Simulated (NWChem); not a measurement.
System: BHBrCl; SMILES ClBBr

Computed with NWChem. This build's default masses of Se (78.918 u) and Br (79.917 u) are each other's, which moves their modes by up to 0.6 %. Each level has its own optimisation; frequencies are unscaled.

For level Hartree-Fock/STO-3G:

- r B–Br (Å): 1.859
- highest harmonic frequency (cm⁻¹): 3266
- lowest (cm⁻¹): 272
- zero-point energy (kcal/mol): 10.7

Task: Estimate the same quantities for level Hartree-Fock/3-21G.

Result: The r B–Br (Å) is 1.931, the highest harmonic frequency (cm⁻¹) is 2913 and the lowest (cm⁻¹) is 246. The zero-point energy (kcal/mol) is 9.4.
